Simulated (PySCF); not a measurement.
Fe: ionisation energy

Fe [Ar] 3d6 4s2 (5D) → Fe⁺ [Ar] 3d6 4s1 (6D), as a difference of total energies. Calculation: PySCF 2.14, in cc-pVTZ-DK (7s6p4d2f1g, 68 functions); the spin-free X2C one-electron Hamiltonian (Gaussian nucleus). Correlated levels: valence: [Ar] frozen. The calculations carry no spin-orbit coupling.

```
           method  ionisation energy (eV)  error (eV)
              UHF                   6.431      -1.473
             BP86                   7.998      +0.094
           M06-2X                   8.321      +0.417
    MP2 (valence)                   7.446      -0.458
SCS-MP2 (valence)                   7.621      -0.283
```

Reference: 7.904 eV (measured; NIST levels, between the centres of gravity of the two terms).

Errors of the correlated levels include the incompleteness of this basis and the frozen core.

MP2 underrates the near-degeneracy of ns² with np² in the lower species.
